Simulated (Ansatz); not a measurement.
Ansatz (a quantum-chemistry and plane-wave program) input:

Ansatz 0.2 input:
```yaml
crystal:
  periodic: [false, false, false]
  atoms:
    - {symbol: Si, position_ang: [-1.55689240, -0.01072249, 0.03241634]}
    - {symbol: Ge, position_ang: [0.73062527, 0.00503190, -0.01521248]}
    - {symbol: H, position_ang: [-2.28844008, 1.22713903, 0.33001745]}
    - {symbol: H, position_ang: [-2.28308120, -1.25862361, -0.23483298]}
    - {symbol: H, position_ang: [1.49677345, -1.27472892, -0.32310709]}
    - {symbol: H, position_ang: [1.49123289, 1.29530766, 0.26089327]}
basis:
  gaussian:
    orbitals: def2-TZVP
hamiltonian:
  xc: b3lyp
  dispersion: d3bj
total_charge: 1
magnetization: {spin_polarized: true, initial_magnetization: 1}
phonons: {temperatures: {t_min: 298.15, t_max: 298.15, t_step: 100}}
```

Task: Predict the final energy.

Result: -2368.64031 Eh (B3LYP-D3(BJ)/def2-TZVP). The basis has 109 functions.
